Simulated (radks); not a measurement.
Valence configurations of Lu IV (all share [Xe]). Method: Dirac Kohn-Sham, LDA (Slater exchange, Perdew-Wang correlation), spin-unpolarised, spherical densities, finite nucleus; open shells are shared between the two j in proportion to 2j + 1; Fermi nuclear charge, rms radius 5.37 fm; computed with a radial shooting solver on a logarithmic mesh with Libxc functionals. Energies are relative to 4f14; eigenvalues in eV.

valence       E (eV)  e(4f5/2)  e(4f7/2)  e(5d3/2)  e(5d5/2)  e(6p1/2)
4f14           0.000   -37.367   -35.834         -         -         -
4f12 6s2      40.612   -60.480   -58.786         -         -         -
4f13 6p1      22.609   -49.704   -48.091         -         -   -22.179
4f12 6p2      55.496   -63.070   -61.375         -         -   -24.558
4f13.5 6p0.5  10.144   -43.399   -41.827         -         -   -20.813
4f12 5d2      33.880   -53.494   -51.806   -29.770   -29.002         -
4f13 6s1      15.797   -48.368   -46.756         -         -         -
4f13.5 5d0.5   6.257   -41.134   -39.564   -26.734   -26.095         -
4f10 5d2 6p2  121.98   -82.065   -80.209   -40.856   -39.756   -25.701
4f10 5d3 6p1  107.39   -76.985   -75.133   -37.243   -36.216   -23.992

NIST lists [Xe] 4f14 as the ground configuration; this level of theory agrees among the configurations tried. The energies are those of spherical spin-averaged densities, not of single terms.
